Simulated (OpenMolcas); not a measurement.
Ni2+ among 5 point charges of -1 e arranged as a trigonal bipyramid (D3h). The axial distance is 1.04 times the equatorial one, R.

```json
{
 "Program": "OpenMolcas",
 "Method": "CASSCF",
 "Basis": "ANO-RCC-VDZP [5s4p2d1f]",
 "Scalar Hamiltonian": "DKH2, point nucleus",
 "Active space": "8 electrons in 5 orbitals (3d)",
 "State averaging": "2S+1 = 3 even, 10 roots; 2S+1 = 1 even, 15 roots",
 "Spin-orbit coupling": "RASSI with atomic mean-field integrals over the reference wave functions"
}
```

All point charges move together. At R = 1.99 Å the first state of the same spin is 1222 cm-1, and at R = 2.32 Å it is 623.2 cm-1.

A third run gives 895.6 cm-1. What distance was it run at?

With a power law R^-n the two known points give n = -ln(623.2 / 1222) / ln(2.32 / 1.99) = 4.39. Then R = 1.99 × (1222 / 895.6)^(1/4.39) = 2.136 Å. The run was at 2.14 Å, so the estimate is off by -0.004 Å.

An orbital doublet at a regular site is open to a Jahn-Teller distortion, which this geometry leaves out. Without dynamic correlation the repulsion within the d shell is too large (B by tens of per cent), so at a given field states of lower spin stand too high. The ground term spreads over less than 5000 cm-1, several times less than with real ligands, so orbital moments are less quenched and χT lies further from the spin-only value than at real sites. Point charges carry no covalency, so the field is a model and not that of real ligands. A group larger than the point group allows holds several states that coincide in this model. No measured value stands beside these numbers.
